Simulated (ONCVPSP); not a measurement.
## Reading a pseudo-wave (gold)

Columns: radius, all-electron u(r) and pseudo u(r) of the 5p shell (level -60.06 eV) of gold in the configuration [Kr] 4d10 4f14 5s2 5p6 5d10 6s1; LDA (Perdew-Zunger), scalar-relativistic, ONCV scheme, ONCVPSP 4.0.1.

| r (bohr) | all-electron | pseudo |
| --- | --- | --- |
| 0.080 | 0.0835 | 0.0205 |
| 0.160 | 0.3501 | 0.0801 |
| 0.240 | -0.2312 | 0.1735 |
| 0.320 | -0.5959 | 0.2930 |
| 0.400 | -0.5178 | 0.4290 |
| 0.480 | -0.1795 | 0.5709 |
| 0.560 | 0.2259 | 0.7082 |
| 0.640 | 0.5855 | 0.8313 |
| 0.720 | 0.8547 | 0.9324 |
| 0.800 | 1.0268 | 1.0057 |
| 0.880 | 1.1144 | 1.0486 |
| 0.960 | 1.1359 | 1.0613 |
| 1.040 | 1.1101 | 1.0462 |
| 1.120 | 1.0527 | 1.0073 |
| 1.200 | 0.9765 | 0.9493 |
| 1.280 | 0.8909 | 0.8776 |
| 1.360 | 0.8023 | 0.7974 |
| 1.440 | 0.7153 | 0.7141 |
| 1.520 | 0.6326 | 0.6324 |
| 1.600 | 0.5559 | 0.5558 |
| 1.680 | 0.4859 | 0.4858 |
| 1.760 | 0.4229 | 0.4228 |
| 1.840 | 0.3667 | 0.3666 |
| 1.920 | 0.3171 | 0.3170 |
| 2.000 | 0.2735 | 0.2734 |
| 2.080 | 0.2354 | 0.2353 |

Q: How many radial nodes do the two functions have?

A: The all-electron 5p function has n − l − 1 = 3 (the table is too coarse to show those close to the nucleus); the pseudo-wave has 0, since the states of the same l below it are removed with the core.

Q: At about which radius was the pseudo-wave matched?

A: 1.60 bohr, where the columns begin to agree (steps of 0.08 bohr).

Q: Where does each function peak?

A: Outermost all-electron maximum near 0.96 bohr, pseudo maximum near 0.96 bohr (to the table’s step).

Q: Is the pseudo-wave norm-conserving?

A: Yes: the ONCV scheme keeps the norm inside the radius equal to the all-electron one, which fixes the energy derivative of the logarithmic derivative at the level.
